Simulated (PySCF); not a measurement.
A spin–spin coupling run with PySCF (density fitting, non-relativistic, gas phase) on `C(OC)(F)(F)C(F)F`, C3H4F4O:

```
{"job": {"kind": "j", "xc": "B3LYP", "basis": "pcJ-1"}, "charge": 0, "multiplicity": 1}
C     -1.918523     0.136762     0.110606
O     -0.562564     0.608017     0.060690
C      0.376993    -0.331035     0.163356
F      0.247696    -1.311998    -0.765130
F      0.308985    -0.996150     1.359110
C      1.770036     0.333221     0.067727
F      1.886385     0.984280    -1.100582
F      2.739277    -0.593559     0.113778
H     -2.528828     1.030615     0.026177
H     -2.108601    -0.366988     1.059807
H     -2.117348    -0.539484    -0.722013
H      1.907690     1.045631     0.894603
```

Hardware: 1 thread of an Arm Neoverse V1, shared host. The job also computes field gradients.

Task: How large is the calculation?

Result: 66 electrons, 256 basis functions and 897 auxiliary functions.

Task: How long does it take?

Result: 59 s of wall time, with 13 SCF cycles. Times on a shared host scatter by some tens of per cent.
